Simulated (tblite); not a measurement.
CH₈O₃Si₃.
SMILES with atom numbers: `[O:1]=[CH:2][SiH2:3][O:4][SiH2:5][O:6][SiH3:7]` (hydrogens: H8 on C2; H9, H10 on Si3; H11, H12 on Si5; H13, H14, H15 on Si7)

Structure used (GFN2-xTB), in Å, numbered top down from 1:
```xyz
15
CH8O3Si3 angstrom
O     -4.305   -0.054    0.358
C     -3.255    0.518    0.213
Si    -1.623   -0.353   -0.291
O     -0.573    0.866   -0.439
Si     0.941    1.399   -0.706
O      1.993    0.192   -0.538
Si     2.584   -1.247   -0.073
H     -3.214    1.618    0.383
H     -1.212   -1.263    0.776
H     -1.782   -1.036   -1.572
H      1.012    1.824   -2.094
H      1.186    2.384    0.335
H      3.472   -0.971    1.055
H      3.298   -1.750   -1.244
H      1.475   -2.120    0.311
```

Computed with GFN2-xTB (tblite): harmonic, unscaled wavenumbers at the GFN2-xTB geometry, gas phase. Errors from tens to a few hundred cm⁻¹ against measured bands are possible. Modes of hydrogen on silicon can be 10 to 20 % off. One conformer, not necessarily the lowest. The optimisation stopped once no atom felt more than 0.01 eV/Å.

Lowest wavenumbers of the output (negative numbers stand for imaginary wavenumbers):
```
mode    cm-1
  1     -37.8
  2     -11.7
  3      38.9
  4      47.1
  5      60.2
  6      78.9
  7      88.5
  8     142.1
  9     286.4
 10     328.0
 11     424.9
 12     546.3
 13     561.7
 14     586.0
 15     596.6
```

Task: Is this structure a minimum?

Result: Not by this Hessian. 1 mode is imaginary beyond 20i (38i cm⁻¹), and 1 more slightly so (11.7i). The curvature is small, so loose convergence or finite differences may be the whole cause.

Task: Which atoms move in the imaginary modes?

Result: 38i: H13 (Si–H hydrogen) 33 %, H15 (Si–H hydrogen) 30 %, H14 (Si–H hydrogen) 27 %; 12i: Si3 (oxygen-bound silicon) 37 %, C2 (carbonyl carbon) 11 %. These are shares of the mass-weighted motion.

Task: What is the remedy?

Result: Step along such a mode in both directions, optimise again with tighter thresholds and repeat the frequencies. The zero-point energy of this point (52.1 kcal/mol) counts the 37 real modes alone, and thermal corrections from it aren't those of a minimum.
